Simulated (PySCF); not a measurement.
C₂H₇ClGeO₃ (SMILES C[O][Ge]([OH])([Cl])[O]C), singlet, geometry from GFN2-xTB, atoms displaced at random by about 0.03 Å a coordinate; B3LYP/STO-3G, gradient (PySCF).

The PySCF input:
```python
from pyscf import gto, scf, dft

mol = gto.M(
    atom='''
C    -1.726271   -1.914006    0.244610
O    -0.985372   -1.019526    0.920105
Ge    0.037746    0.204795    0.215825
O     0.641928    1.088824    1.454826
Cl   -1.020584    1.346205   -1.242806
O     1.373626   -0.418069   -0.812021
C     2.560206   -1.041118   -0.298308
H    -2.591012   -1.438370   -0.367047
H    -2.261681   -2.503895    1.077612
H    -1.252471   -2.646828   -0.305755
H     0.147353    1.154466    2.266407
H     3.075027   -0.394156    0.459353
H     3.196450   -1.209037   -1.167650
H     2.320280   -1.966692    0.166042
''',
    basis='sto-3g',
    charge=0,
    spin=0,
    verbose=3,
)

mf = dft.RKS(mol)
mf.xc = 'b3lyp'
mf.kernel()
g = mf.nuc_grad_method()
g.grid_response = True
grad = g.kernel()
```

Output, abridged:

```
converged SCF energy = -2810.27249607047
--------------- RKS gradients ---------------
         x                y                z
0 C     0.1316496627     0.0116667386    -0.0226201398
1 O    -0.0712088072    -0.0776139134    -0.0380463752
2 Ge    -0.0252281652     0.0406265438    -0.0033522831
3 O    -0.0425452128    -0.0025970590     0.0478953006
4 Cl     0.0101794442    -0.0095629738     0.0124604314
5 O     0.0402096570    -0.0231274178     0.0116952481
6 C     0.0056581216    -0.0413696693    -0.0154976463
7 H    -0.0236666798     0.0148233111    -0.0069090471
8 H    -0.0040577863    -0.0067178870     0.0217386607
9 H    -0.0405395846     0.0459943722     0.0494203536
10 H     0.0374223190    -0.0023651170    -0.0512611803
11 H    -0.0048747060     0.0062701020     0.0059518525
12 H    -0.0140257353     0.0035687204     0.0071917326
13 H     0.0010274727     0.0404042492    -0.0186669077
----------------------------------------------
```
